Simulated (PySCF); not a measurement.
# Correlation energy of Ne⁺ (neon, charge +1)

[He] 2s1 2p6, 2S determinant (an excited configuration). All numbers are calculated (PySCF 2.14, the spin-free X2C one-electron Hamiltonian (Gaussian nucleus), in ANO-RCC-VTZP). Frozen: 1s2; 7 electrons correlated.

```json
{"level": "CCSD", "correlation energy (mhartree)": "-303.54"}
{"level": "(T)", "correlation energy (mhartree)": "-7.49"}
{"level": "CCSD(T)", "correlation energy (mhartree)": "-311.03"}
{"level": "CCSDT", "correlation energy (mhartree)": "-311.41"}
```

Diagnostics: T1 = 0.0056, D1 = 0.0137, largest double amplitude 0.062.

Cost of the coupled-cluster step: about 0.8 core-seconds, for 7 correlated electrons.

Iterations:

```
CC2 = 0
CCSD nocc = (np.int64(4), np.int64(3)), nmo = (29, 29)
frozen orbitals [[0], [0]]
max_cycle = 100
direct = 0
conv_tol = 1e-08
conv_tol_normt = 1e-06
diis_space = 8
diis_start_cycle = 0
Init t2, MP2 energy = -0.277341029564946
Init E_corr(UCCSD) = -0.277341029579968
cycle = 1  E_corr(UCCSD) = -0.291931211782215  dE = -0.0145901822  norm(t1,t2) = 0.0470351
cycle = 2  E_corr(UCCSD) = -0.298762193154592  dE = -0.00683098137  norm(t1,t2) = 0.0210048
cycle = 3  E_corr(UCCSD) = -0.303497853569332  dE = -0.00473566041  norm(t1,t2) = 0.0102285
cycle = 4  E_corr(UCCSD) = -0.30358522062597  dE = -8.73670566e-05  norm(t1,t2) = 0.00188796
cycle = 5  E_corr(UCCSD) = -0.30352636832735  dE = 5.88522986e-05  norm(t1,t2) = 0.000859372
cycle = 6  E_corr(UCCSD) = -0.303542811674177  dE = -1.64433468e-05  norm(t1,t2) = 0.000114768
cycle = 7  E_corr(UCCSD) = -0.303541987513018  dE = 8.24161159e-07  norm(t1,t2) = 1.83992e-05
cycle = 8  E_corr(UCCSD) = -0.303541396003763  dE = 5.91509255e-07  norm(t1,t2) = 4.21045e-06
cycle = 9  E_corr(UCCSD) = -0.303541589152047  dE = -1.93148284e-07  norm(t1,t2) = 1.13409e-06
cycle = 10  E_corr(UCCSD) = -0.303541531519599  dE = 5.76324482e-08  norm(t1,t2) = 2.52256e-07
cycle = 11  E_corr(UCCSD) = -0.30354154025905  dE = -8.73945105e-09  norm(t1,t2) = 4.41262e-07
UCCSD converged
E(UCCSD) = -127.1734257134319  E_corr = -0.3035415402590502
UCCSD(T) correction = -0.00748964593654114
```
